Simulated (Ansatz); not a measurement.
CH$_{6}$ClFSi$_{2}$ (`C[SiH](Cl)[SiH2]F`) at its PBE0-D4/def2-TZVP geometry, where that method's forces vanish. The species carries charge 0 and has multiplicity 1.

```xyz
11

C    -0.7159   -0.4527   -1.5444
Si    0.6538   -0.3951   -0.2852
Cl    2.2077    0.7781   -0.9971
Si    0.0461    0.6510    1.7233
F    -1.2003   -0.1168    2.3910
H    -1.0970    0.5488   -1.7528
H    -0.3598   -0.8908   -2.4793
H    -1.5401   -1.0648   -1.1675
H     1.2090   -1.7539   -0.0517
H     1.1669    0.6416    2.6979
H    -0.3705    2.0546    1.4658
```

**Question.** What forces (eV/Å) does r2SCAN-D4/def2-TZVPP give on these atoms in Ansatz 0.2.0? (An estimate is asked.)

**Answer.** Ansatz gave: 
```
C1  -0.007 -0.007  0.003
Si2 -0.010 -0.031  0.034
Cl3  0.052  0.041 -0.025
Si4  0.027  0.015 -0.007
F5  -0.039 -0.022  0.023
H6   0.000 -0.025 -0.004
H7  -0.018  0.008  0.011
H8   0.005  0.014 -0.022
H9  -0.015  0.006 -0.003
H10 -0.012  0.013 -0.016
H11  0.017 -0.013  0.006
```
